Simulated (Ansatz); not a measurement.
Basis-set extrapolation for C₂H₅FSi (`F[SiH]1CC1`) (PBE0-D4/def2-TZVP geometry, frozen core, the Gaussian-basis code of Ansatz). Multiplicity 1, RHF reference.

|  | def2-TZVPP | def2-QZVPP |
| --- | --- | --- |
| HF | -467.123068 | -467.140764 |
| MP2 correlation | -0.709061 | -0.764079 |
| CCSD(T) correlation | -0.767346 | not run |

Energies in hartree. Use E(X) = E(∞) + A·exp(−7.88·√X) for Hartree–Fock and E(X) = E(∞) + B·X^(−2.97) for correlation, with X = 3 and 4, and add CCSD(T) minus MP2 of the smaller set to the MP2 limit.

Problem. What is the CCSD(T) energy at the basis-set limit?

Solution. HF limit: -467.140764 + (-0.017696) × 0.13774 = -467.14320. MP2 limit: -0.764079 + (-0.055018) × 0.74074 = -0.80483. Higher-order term: -0.767346 − (-0.709061) = -0.05828. Total: -468.00631 hartree, 3.15 eV below CCSD(T)/def2-TZVPP.
